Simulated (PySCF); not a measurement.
Compound: C6H5NOS.
SMILES with atom numbers: `[CH:1]#[C:2][C@@H:3]1[CH2:4][C@@H:5]([C:6]#[N:7])[S@:8]1=[O:9]` (hydrogens: H10 on C1; H11 on C3; H12, H13 on C4; H14 on C5)

Cartesian coordinates in Å at the GFN2-xTB level; atoms count from 1:
```
atom  x, y, z in Å
C1     3.1343    0.6920    0.2909
C2     1.9726    0.4940    0.5090
C3     0.5752    0.2767    0.7064
C4    -0.0268   -1.0151    0.1483
C5    -1.3600   -0.4179   -0.3152
C6    -2.3872   -0.4830    0.6684
N7    -3.1902   -0.5360    1.4818
S8    -0.5621    1.3188   -0.3975
O9    -1.2859    2.2783    0.4099
H10    4.1564    0.8620    0.1292
H11    0.2726    0.4721    1.7365
H12    0.5529   -1.3763   -0.7014
H13   -0.1225   -1.8205    0.8779
H14   -1.7300   -0.7456   -1.2863
```

Computed with PBE0/pcSseg-1 in PySCF (dipole) on a GFN2-xTB geometry, gas phase.

Masses are those of the commonest isotopes; rigid-rotor values at the optimised geometry. The values belong to one conformer with, in the numbering `[CH:1]#[C:2][C@@H:3]1[CH2:4][C@@H:5]([C:6]#[N:7])[S@:8]1=[O:9]`, C2–C3–C4–C5 -142°, C3–C4–C5–C6 -91°, C4–C5–S8–O9 -124°, C2–C3–S8–C5 140°.

(1) Give the principal moments of inertia and the rotational constants in GHz.

(2) Classify the top.

(3) Is it planar, by Δ = Ic − Ia − Ib?

(4) Give the other two planar moments, Paa and Pbb, and the rms extents of the mass along the axes.

(5) Where do the levels up to J = 5 lie, in cm⁻¹?

(6) Which types of transition are allowed, and where do some lines up to J = 5 fall?

(7) Estimate the classical rotational partition function at 25 K, 298.15 K and 500 K.

Answers

(1) Ia = 187.53, Ib = 488.26, Ic = 591.10 u·Å²; 505379 MHz·u·Å²/I gives 2695, 1035 and 855.0 MHz, that is A = 2.6949, B = 1.0351, C = 0.8550 GHz.

(2) An asymmetric top. Ray's parameter κ = (2B − A − C)/(A − C) = -0.804; −1 is the prolate and +1 the oblate limit.

(3) Not planar: Δ = Ic − Ia − Ib = -84.69 u·Å². For a rigid frame Δ = −2 Σ m c², so Σ m c² = 42.34 u·Å² lies off the ab plane: 7.42 from hydrogen and 34.93 from heavier atoms. The atom farthest from that plane is 1.87 Å away.

(4) Paa = Σ m a² = (Ib + Ic − Ia)/2 = 445.92 and Pbb = Σ m b² = (Ia + Ic − Ib)/2 = 145.19 u·Å². With the mass M = 139.01 u, the rms extents √(P/M) along a, b and c are 1.79, 1.02, 0.55 Å.

(5) Above 0(0,0):
J = 1: 1(0,1) 0.0630, 1(1,1) 0.1184, 1(1,0) 0.1244
J = 2: 2(0,2) 0.1887, 2(1,2) 0.2385, 2(1,1) 0.2565, 2(2,1) 0.4226, 2(2,0) 0.4231
J = 3: 3(0,3) 0.3760, 3(1,3) 0.4183, 3(1,2) 0.4544, 3(2,2) 0.6118, 3(2,1) 0.6140, 3(3,1) 0.9039, 3(3,0) 0.9039
J = 4: 4(0,4) 0.6237, 4(1,4) 0.6576, 4(1,3) 0.7176, 4(2,3) 0.8636, 4(2,2) 0.8703, 4(3,2) 1.1569, 4(3,1) 1.1571, 4(4,1) 1.5647, 4(4,0) 1.5647
J = 5: 5(0,5) 0.9304, 5(1,5) 0.9560, 5(1,4) 1.0455, 5(2,4) 1.1778, 5(2,3) 1.1931, 5(3,3) 1.4735, 5(3,2) 1.4741, 5(4,2) 1.8810, 5(4,1) 1.8810, 5(5,1) 2.4054, 5(5,0) 2.4054
Those of J = 1 are B + C, A + C and A + B.

(6) The dipole components are |μa| = 3.94 D, |μb| = 2.53 D, |μc| = 3.19 D. The squared components, which scale the intensities, stand as 1.00 : 0.41 : 0.66 (a : b : c). Some lines, for components of 0.1 D or more:

| type | branch | J(Ka,Kc) | MHz | lower level (cm⁻¹) |
| --- | --- | --- | --- | --- |
| a | Q | 5(2,3) ← 5(2,4) | 458 | 1.178 |
| c | Q | 2(1,2) ← 2(0,2) | 1494 | 0.189 |
| a | Q | 4(1,3) ← 4(1,4) | 1796 | 0.658 |
| b | R | 4(1,3) ← 3(2,2) | 3172 | 0.612 |
| c | Q | 4(2,3) ← 4(1,3) | 4377 | 0.718 |
| b | Q | 3(2,1) ← 3(1,2) | 4787 | 0.454 |
| c | Q | 2(2,1) ← 2(1,1) | 4980 | 0.257 |
| b | R | 2(1,2) ← 1(0,1) | 5260 | 0.063 |
| a | R | 3(2,1) ← 2(2,0) | 5725 | 0.423 |
| b | Q | 3(2,2) ← 3(1,3) | 5798 | 0.418 |
| c | R | 2(1,1) ← 1(0,1) | 5800 | 0.063 |
| a | R | 4(1,4) ← 3(1,3) | 7174 | 0.418 |
| a | R | 4(0,4) ← 3(0,3) | 7426 | 0.376 |
| b | R | 5(0,5) ← 4(1,4) | 8176 | 0.658 |
| b | Q | 5(3,2) ← 5(2,3) | 8427 | 1.193 |
| c | Q | 4(3,2) ← 4(2,2) | 8592 | 0.870 |
| b | Q | 5(3,3) ← 5(2,4) | 8866 | 1.178 |
| b | R | 3(2,2) ← 2(1,1) | 10650 | 0.257 |
| b | R | 3(2,1) ← 2(1,2) | 11259 | 0.238 |
| b | Q | 5(4,2) ← 5(3,3) | 12216 | 1.474 |
| b | Q | 4(4,0) ← 4(3,1) | 12221 | 1.157 |
| b | Q | 4(4,1) ← 4(3,2) | 12226 | 1.157 |
| c | R | 3(3,1) ← 2(2,1) | 14428 | 0.423 |
| b | R | 4(3,2) ← 3(2,1) | 16275 | 0.614 |
| c | R | 4(3,2) ← 3(2,2) | 16344 | 0.612 |
| b | R | 5(3,3) ← 4(2,2) | 18083 | 0.870 |
| c | R | 5(3,2) ← 4(2,2) | 18102 | 0.870 |
| b | R | 5(3,2) ← 4(2,3) | 18304 | 0.864 |

(7) Point group C1, symmetry number σ = 1; q = (√π/σ)·√((kT/h)³/(ABC)), k/h = 20836.6 MHz/K: 13600 at 25 K, 562000 at 298.15 K, 1220000 at 500 K.

Stationary, but not proved a minimum. Constants of a rigid frame at the computed geometry: no zero-point averaging, no centrifugal distortion. Quadrupole hyperfine structure (14N) is left out.
